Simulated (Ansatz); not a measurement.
`OC[SiH2][SeH]` and `OC[SiH2][SiH2]O` differ in one atom or group.

Ansatz, PBE0-D4/def2-TZVP geometries, multiplicity 1. Each molecule was computed in one conformer, which needn't be the lowest.

Scalar relativity is left out up to krypton.

```
                                          property  `OC[SiH2][SeH]`
               HOMO energy (B3LYP/def2-TZVPP) / eV            -6.67
             HOMO energy (ωB97M-V/def2-TZVPP) / eV            -9.08
              HOMO–LUMO gap (PBE0/def2-TZVPP) / eV             7.08
size of the dipole moment (ωB97M-V/def2-TZVPP) / D             2.72
    zero-point energy (PBE0-D4/def2-TZVP) / kJ/mol            176.1
               LUMO energy (B3LYP/def2-TZVPP) / eV            -0.12
```

Task: What does the change do to each property? (An estimate is asked.)

Result: Computed: 
| property | `OC[SiH2][SiH2]O` | shift |
| --- | --- | --- |
| HOMO energy (B3LYP/def2-TZVPP) / eV | -7.47 | -0.80 |
| HOMO energy (ωB97M-V/def2-TZVPP) / eV | -9.74 | -0.66 |
| HOMO–LUMO gap (PBE0/def2-TZVPP) / eV | 7.29 | 0.21 |
| size of the dipole moment (ωB97M-V/def2-TZVPP) / D | 1.22 | -1.50 |
| zero-point energy (PBE0-D4/def2-TZVP) / kJ/mol | 236.6 | 60.5 |
| LUMO energy (B3LYP/def2-TZVPP) / eV | -0.59 | -0.47 |

With PBE0 the HOMO falls by 0.74 eV and the LUMO falls by 0.54 eV, so the gap widens by about 0.20 eV. PBE moves the HOMO by -0.65 eV and ωB97M-V by -0.66 eV. The zero-point energy changes by 60.5 kJ/mol with +9 modes. Dipoles are sizes alone; their direction can turn.

B3LYP here is the variant with VWN-RPA as its local correlation; programs differ in this.

Spin–orbit coupling is left out; it splits and shifts lone-pair levels of the heavy atoms by tenths of an eV.
